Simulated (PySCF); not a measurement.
Be(Cl)(Me) (CH3BeCl), SMILES [CH3][Be][Cl]. The structure is a stationary point at r2SCAN-D4/def2-TZVP.

Computed equilibrium geometry at r2SCAN-D4/def2-TZVP (PySCF confirms it by a frequency run) as bond lengths and angles, and its point group:
point group C3v.
Atoms: Be1 Cl2 C3 H4 H5 H6. Bonded distances (Å): Be1–Cl2 1.816, Be1–C3 1.672, C3–H4 1.095, C3–H5 1.095, C3–H6 1.095. Angles (°): Cl2–Be1–C3 180.0, Be1–C3–H4 111.9, Be1–C3–H5 111.9, Be1–C3–H6 111.9, H4–C3–H5 106.9, H4–C3–H6 106.9, H5–C3–H6 106.9.
Charge 0, spin multiplicity 1.
